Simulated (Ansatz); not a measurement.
`B[CH2][GeH3]` and `BCBr` differ in one atom or group.

Ansatz, PBE0-D4/def2-TZVP geometries, multiplicity 1. 

Scalar relativity is left out up to krypton.

```json
{"property": "HOMO energy (B3LYP/def2-TZVPP) / eV", "`B[CH2][GeH3]`": "-8.57"}
{"property": "HOMO energy (PBE0/def2-TZVPP) / eV", "`B[CH2][GeH3]`": "-8.80"}
{"property": "LUMO energy (PBE/def2-TZVPP) / eV", "`B[CH2][GeH3]`": "-2.22"}
{"property": "HOMO–LUMO gap (B3LYP/def2-TZVPP) / eV", "`B[CH2][GeH3]`": "7.09"}
{"property": "HOMO energy (ωB97M-V/def2-TZVPP) / eV", "`B[CH2][GeH3]`": "-10.99"}
{"property": "HOMO–LUMO gap (ωB97M-V/def2-TZVPP) / eV", "`B[CH2][GeH3]`": "11.60"}
```

Question: Give the same properties after the change, and the shifts. (Estimate.)

Answer: The calculation gave: 
```csv
property,`BCBr`,shift
HOMO energy (B3LYP/def2-TZVPP) / eV,-8.27,0.30
HOMO energy (PBE0/def2-TZVPP) / eV,-8.54,0.26
LUMO energy (PBE/def2-TZVPP) / eV,-2.03,0.19
HOMO–LUMO gap (B3LYP/def2-TZVPP) / eV,6.98,-0.11
HOMO energy (ωB97M-V/def2-TZVPP) / eV,-10.79,0.20
HOMO–LUMO gap (ωB97M-V/def2-TZVPP) / eV,11.69,0.09
```

The zero-point energy changes by -57.5 kJ/mol with -9 modes.

B3LYP here is the variant with VWN-RPA as its local correlation; programs differ in this.

Spin–orbit coupling is left out; it splits and shifts lone-pair levels of the heavy atoms by tenths of an eV.
